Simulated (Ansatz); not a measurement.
Abridged output of a molecular run in Ansatz:

```
Functional definition: HF
1631 factors; integrals over basis functions are off by at most 1.3e-3 eV
mean field evaluation 1: about -13209.6706 eV, gradient 4.4e1 eV
mean field evaluation 2: about -13209.9058 eV, gradient 4.4e1 eV
mean field evaluation 4: about -13214.3394 eV, gradient 4.5e0 eV
mean field evaluation 8: about -13214.4153 eV, gradient 3.2e-1 eV
mean field -13214.41573926 eV, -485.6208213652 hartree, gradient 3.3e-6 eV, S^2 0.000000; 0 other end points of the search recorded, 0 dependent functions left out
9 core orbitals not correlated: weight in the atoms' cores, before any rotation towards them, 1.000 or more for the frozen orbitals, at most 0.000 for the correlated occupied ones
reference -13214.41573926 eV, -485.6208213652 hartree; 15, 15 occupied and 254, 254 virtual orbitals, 1631 factors
second order -23.19490324 eV of doubles, -0.00000000 eV of singles
cycle   1  -23.85858221 eV  change   -6.6e-1 eV  update   1.1e-1
cycle   2  -24.45868287 eV  change   -6.0e-1 eV  update   3.2e-2
cycle   3  -24.59180321 eV  change   -1.3e-1 eV  update   1.7e-2
cycle   4  -24.57863569 eV  change    1.3e-2 eV  update   4.5e-3
cycle   5  -24.57678113 eV  change    1.9e-3 eV  update   2.1e-3
cycle   6  -24.57737567 eV  change   -5.9e-4 eV  update   5.9e-4
cycle   7  -24.57694434 eV  change    4.3e-4 eV  update   1.9e-4
cycle   8  -24.57688028 eV  change    6.4e-5 eV  update   5.4e-5
cycle   9  -24.57689877 eV  change   -1.8e-5 eV  update   2.0e-5
perturbative correction -0.92689000 eV, -0.0340625793 hartree
Total energy: -13239.91952803 eV, -486.5580683154 hartree
```

Its atoms:

Z-matrix (Å, degrees):
```
C
O 1 1.404
H 1 1.093 2 109.5
H 1 1.096 2 112.3 3 -120.5
H 1 1.093 2 109.4 3 119.0
B 2 1.366 1 123.6 3 120.0
Si 6 2.037 2 124.5 1 0.0
N 6 1.402 2 116.9 1 -180.0
H 7 1.492 6 110.0 2 180.0
H 7 1.492 6 112.6 2 60.3
H 7 1.492 6 112.6 2 -60.3
H 8 1.007 6 122.2 2 0.0
H 8 1.003 6 123.1 2 -180.0
```

(1) Which basis set was used?
A. def2-TZVPPD
B. cc-pV(Q+d)Z
C. def2-TZVPP
D. def2-QZVPP

(2) Write the keys of the input that set method, charge and spin (a neutral closed shell needs none for the last two).

## Answers

(1) C. It gives 278 functions.

(2) 
```yaml
correlation: {method: ccsd_t}
```
